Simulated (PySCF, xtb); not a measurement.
thionyl fluoride (F2OS), SMILES O=S(F)F.

Harmonic wavenumbers (cm⁻¹) from GFN2-xTB (xtb) at its own minimum, in rising order: 252, 322, 411, 616, 694, 1305.

**Question.** What does B3LYP-D3(BJ)/def2-TZVP in PySCF 2.14.0 give at its own minimum? (Estimate from the structure and the level; the computed values follow.)

**Answer.** 359, 384, 514, 717, 788, 1339. Paired by order, the mean absolute difference is 84 cm⁻¹ and the zero-point energies are 5.1 and 5.9 kcal/mol.
